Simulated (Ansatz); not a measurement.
`[OH][AlH][CH2]S` + `C=CCCl` → `[OH][AlH][Cl]` + `C=CCCS`  (formal exchange of groups at the Al–C bond)

Calculated with Ansatz (gas phase, PBE0-D4/def2-TZVP geometries, no zero-point term in ΔE). CCSD(T)/CBS adds triple-zeta CCSD(T) − MP2 to the extrapolated MP2 energy (def2 sets, frozen cores). This one scheme is used for every species. Functionals use def2-TZVPP. B3LYP here is the variant with VWN-RPA as its local correlation; programs differ in this. Each species was taken in one conformer, which may not be the lowest.

| level | ΔE (kJ/mol) | difference from CCSD(T)/CBS |
| --- | --- | --- |
| PBE-D4 | -181.5 | 12.7 |
| r2SCAN-D4 | -192.3 | 1.9 |
| PBE0-D4 | -189.3 | 4.9 |
| B3LYP-D4 | -187.6 | 6.6 |
| ωB97X-V | -191.4 | 2.8 |
| ωB97M-V | -191.3 | 2.9 |
| B2PLYP | -189.7 | 4.5 |
| r2SCAN | -191.3 | 2.9 |
| PBE0 | -186.6 | 7.6 |
| B3LYP | -183.0 | 11.2 |
| HF/def2-TZVPP | -197.5 | -3.3 |
| MP2/def2-TZVPP | -200.1 | -5.9 |
| SCS-MP2/def2-TZVPP | -195.7 | -1.5 |
| HF/def2-QZVPP | -197.0 | -2.8 |
| SCS-MP2/def2-QZVPP | -195.6 | -1.4 |
| MP2/CBS(def2) | -199.6 | -5.4 |
| CCSD(T)/CBS | -194.2 | 0 |

Largest T1 diagnostic among the species: 0.012.

The D4 term adds −4.6 kJ/mol with B3LYP and −2.7 kJ/mol with PBE0; it sums over pairs of atoms, weighted by their polarisabilities, and B3LYP, whose exchange is more repulsive, gets the larger term. From PBE to PBE0 (25 % exact exchange), in def2-TZVPP and without D4, ΔE moves by −8.1 kJ/mol.
